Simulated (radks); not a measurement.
The numbers below are computed, except where a source is named.
Problem. Radial electron density D(r) = 4 pi r^2 rho(r) of an atom or ion with 60 electrons. Level of theory: scalar-relativistic Kohn-Sham, r2SCAN, spin-polarised, spherical densities, finite nucleus; meta-GGA in the generalised Kohn-Sham scheme; Fermi nuclear charge, rms radius of each element as measured or else 0.836 A^(1/3) + 0.57 fm (a radial shooting solver on a logarithmic mesh with Libxc functionals).

r (bohr)   D(r) (e/bohr)  spin D(r)
0.0009677          3.209  0.0000295
0.001127           4.132  0.0000380
0.001322           5.374  0.0000493
0.001539           6.870  0.0000630
0.001806           8.856  0.0000810
0.002103           11.21   0.000102
0.002467           14.28   0.000130
0.002872           17.84   0.000162
0.003371           22.35   0.000203
0.003956           27.71   0.000251
0.004605           33.59   0.000303
0.005404           40.58   0.000366
0.006291           47.81   0.000433
0.007383           55.75   0.000508
0.008595           63.20   0.000585
0.01009            70.36   0.000673
0.01174            75.87   0.000766
0.01378            79.65   0.000885
0.01617            80.89    0.00105
0.01882            79.71    0.00127
0.02209            76.62    0.00162
0.02572            73.25    0.00210
0.03018            71.20    0.00273
0.03513            72.54    0.00338
0.04123            78.49    0.00382
0.048              87.82    0.00357
0.05633            98.61    0.00197
0.0661             105.9   -0.00148
0.07695            106.0   -0.00607
0.0903             98.44   -0.00988
0.1051             87.75   -0.00697
0.1234             79.80     0.0141
0.1436             80.27     0.0683
0.1685             87.71      0.187
0.1962             93.28      0.392
0.2303             88.22      0.742
0.2702             70.54       1.27
0.3146             50.43       1.95
0.3691             37.50       2.84
0.4297             36.88       3.74
0.5043             41.90       4.53
0.5871             42.78       4.95
0.689              36.06       4.92
0.8021             26.10       4.55
0.9412             17.32       3.92
1.105              12.50       3.15
1.286              10.32       2.36
1.509              8.457       1.55
1.757              6.280      0.902
2.061              3.875      0.440
2.4                2.064      0.224
2.816             0.9321      0.174
3.279             0.4694      0.211
3.848             0.3270      0.263
4.515             0.2909      0.279
5.256             0.2422      0.241
6.168             0.1595      0.159
7.181            0.08183     0.0818
8.427            0.02931     0.0293
9.81            0.007910    0.00791
11.51           0.001355    0.00136
13.4           0.0001696   0.000170

What is the nuclear charge?

Solution. Z = 61. The innermost maximum, from 1s, lies near gamma/Z bohr with gamma = sqrt(1 - (Z/c)^2) = 0.895, here 0.0147 bohr (found: 0.0160), and its height grows with Z. The density is that of the promethium ion Pm+ in [Xe] 4f5 6p1; the configuration itself is not fixed sharply by these data, and Z only to a few units. D(r) has 4 maxima, at r = 0.0160, 0.0716, 0.201, 0.555 bohr, and minima at 0.0309, 0.132, 0.400 bohr, inside which lie 1.95, 11.12, 29.13 electrons.
